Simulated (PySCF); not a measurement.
## Ionisation energy of S⁺ by level of theory

S⁺ [Ne] 3s2 3p3 (4S) → S²⁺ [Ne] 3s2 3p2 (3P), as a difference of total energies. Calculation: PySCF 2.14, in def2-QZVPPD; the non-relativistic Hamiltonian (point nucleus). Correlated levels: valence: [Ne] frozen. The calculations carry no spin-orbit coupling.

```csv
method,ionisation energy (eV)
UHF,22.723
MP2 (valence),23.386
SCS-MP2 (valence),23.194
CCSD (valence),23.307
CCSD(T) (valence),23.354
```

A first-order spin-orbit estimate (lowest level to lowest level, LS coupling) adds -0.061 eV.

Errors of the correlated levels include the incompleteness of this basis and the frozen core.

Task: Which method comes closest to the reference value, and which is furthest?

Result: The reference is 23.338 eV (measured; NIST Atomic Spectra Database, ionization energies). Closest: MP2 (valence) (error -0.014 eV); furthest: UHF (error -0.676 eV), both after the spin-orbit estimate.
